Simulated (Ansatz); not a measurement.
In₉N₉H₂₄⁻, a nanocrystal cut from wurtzite InN (hydrogen-capped). The state is a doublet with charge -1. Geometry PBE-D4/def2-SVP, that of the neutral singlet.

Cartesian coordinates in Å:
```
In -0.640 4.328 -0.533
N 0.963 3.902 1.025
N -1.069 2.197 -1.001
In 0.624 1.234 -2.000
In 1.541 1.822 1.552
N 2.048 0.871 -0.348
N -0.062 -0.778 -2.522
In 1.462 -1.880 -3.708
In 2.571 -1.222 -0.004
N 2.978 -2.062 -2.020
In -2.015 1.176 0.687
N -0.328 0.820 2.073
N -2.506 -0.832 -0.033
In -0.927 -2.035 -0.954
In 0.070 -1.276 2.544
N 0.650 -2.073 0.595
In -3.639 -1.993 1.487
N -1.921 -2.167 2.970
H 0.244 5.039 -1.859
H -1.961 4.988 0.395
H 1.820 4.397 0.735
H 0.684 4.376 1.898
H -1.807 2.242 -1.726
H 1.370 2.144 -3.285
H 2.786 1.831 2.775
H 2.930 1.322 -0.647
H -0.838 -0.623 -3.190
H 2.219 -0.780 -4.832
H 0.917 -3.518 -3.960
H 3.921 -1.522 1.061
H 3.866 -1.654 -2.352
H 3.193 -3.064 -1.900
H -3.306 2.040 1.476
H -0.621 1.245 2.969
H -3.191 -0.675 -0.793
H -1.378 -3.649 -1.432
H 1.166 -1.582 3.867
H 0.841 -3.076 0.761
H -4.775 -0.936 2.286
H -3.862 -3.625 0.912
H -2.245 -1.782 3.871
H -1.776 -3.169 3.164
```

In the def2 sets In takes a core potential; there is no spin–orbit coupling. Single mean-field runs in def2-TZVP are fitted with def2-universal-jkfit. At PBE-D4/def2-TZVP, PBE0-D4/def2-TZVP the highest occupied level of the charge -1 doublet lies above zero (up to 0.70 eV). By energy differences its removal costs 0.80 eV (vertical, to the charge 0 singlet, at PBE-D4/def2-TZVP); self-interaction error and the lack of diffuse functions both raise the level. At PBE-D4/def2-TZVP the gap within one spin of the charge -1 doublet nearly closes, so an electron or hole may be smeared out by delocalisation error.

Estimate the α-spin orbital energies around the gap (eV) in Ansatz with PBE-D4/def2-TZVP, PBE0-D4/def2-TZVP.


```csv
orbital,PBE-D4/def2-TZVP,PBE0-D4/def2-TZVP
HOMO−5,-3.55,-4.71
HOMO−4,-3.36,-4.56
HOMO−3,-3.32,-4.48
HOMO−2,-3.06,-4.25
HOMO−1,-3.06,-4.25
HOMO,0.70,0.65
LUMO,0.76,1.40
LUMO+1,1.15,1.73
LUMO+2,1.15,1.73
LUMO+3,1.55,2.21
LUMO+4,1.56,2.21
LUMO+5,1.56,2.22
β HOMO,-3.03,-4.21
β LUMO,0.80,1.47
```
